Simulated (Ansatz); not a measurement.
Cost and result for the atomization energy of `N#C[Si](Cl)(Cl)C#N` (7 atoms, 6 bonds).

The species carries charge 0 and has multiplicity 1. The geometry is a stationary point of PBE0-D4/def2-TZVP. Program: Ansatz. All runs use 4 threads of an Arm Neoverse V2 on a shared host. Times are those of one run each, without the atoms' runs, and a repeat can differ threefold. Electronic energies, without spin–orbit coupling; frozen cores. CCSD(T)/CBS adds CCSD(T) − MP2 in def2-TZVPP to the MP2 limit, and its time is that of the two runs behind it. T1 = 0.012.

CCSD(T)/CBS is a level of theory with its own doubt, some kJ/mol a heavy atom from the limit and from the frozen cores, so smaller differences don't rank the functionals.

| level | functions | wall time |
| --- | --- | --- |
| LDA (SPW92)/def2-TZVPP | 250 | 1.2 s |
| revPBE-D4/def2-TZVPP | 250 | 1.9 s |
| PBE-D4/def2-TZVPP (with forces) | 250 | 2.2 s |
| CAM-B3LYP-D4/def2-TZVPP | 250 | 3.4 s |
| RPA@PBE/def2-TZVPP | 250 | 4.1 s |
| r2SCAN-D4/def2-TZVPP (with forces) | 250 | 4.4 s |
| CCSD(T)/def2-SVP | 110 | 4.4 s |
| B2PLYP/def2-TZVPP | 250 | 5.5 s |
| PBE-QIDH/def2-TZVPP | 250 | 5.5 s |
| B97M-V/def2-TZVPP | 250 | 6.5 s |
| MP2/def2-QZVPP | 438 | 16 s |
| CCSD(T)/def2-TZVPP | 250 | 2.3 min |
| CCSD(T)/CBS(def2) | – | 2.6 min |

**Question.** What atomization energy does each give, and how far from CCSD(T)/CBS? (An estimate is asked.)

**Answer.** Ansatz gave: 
| level | atomization (kcal/mol) | difference from CCSD(T)/CBS | per bond |
| --- | --- | --- | --- |
| LDA (SPW92)/def2-TZVPP | 892.3 | 131.0 | 21.8 |
| revPBE-D4/def2-TZVPP | 774.5 | 13.2 | 2.2 |
| PBE-D4/def2-TZVPP (with forces) | 800.7 | 39.4 | 6.6 |
| CAM-B3LYP-D4/def2-TZVPP | 759.0 | -2.3 | -0.4 |
| RPA@PBE/def2-TZVPP | 690.8 | -70.5 | -11.8 |
| r2SCAN-D4/def2-TZVPP (with forces) | 761.9 | 0.6 | 0.1 |
| CCSD(T)/def2-SVP | 703.8 | -57.5 | -9.6 |
| B2PLYP/def2-TZVPP | 757.1 | -4.2 | -0.7 |
| PBE-QIDH/def2-TZVPP | 758.3 | -3.0 | -0.5 |
| B97M-V/def2-TZVPP | 767.6 | 6.3 | 1.0 |
| MP2/def2-QZVPP | 794.1 | 32.8 | 5.5 |
| CCSD(T)/def2-TZVPP | 732.6 | -28.7 | -4.8 |
| CCSD(T)/CBS(def2) | 761.3 | 0.0 | 0.0 |

In def2-TZVPP, CCSD(T) changes the Hartree–Fock value by +238.4 kcal/mol (the triples alone add +24.3 kcal/mol) and MP2 by +283.0 kcal/mol; breaking electron pairs costs correlation energy, which Hartree–Fock lacks. Leaving LDA and LC-ωPBE aside and taking each functional with its dispersion term where it has one, the values, not all of them listed here, spread over 83.4 kcal/mol, from BHLYP-D4 to PBE-D4. LDA lies +98.1 kcal/mol from PBE without D4, its usual overbinding. From BLYP to BHLYP (50 % exact exchange), in def2-TZVPP and without D4, the atomization energy moves by −51.3 kcal/mol: exact exchange takes away binding that semilocal exchange gives to molecules.
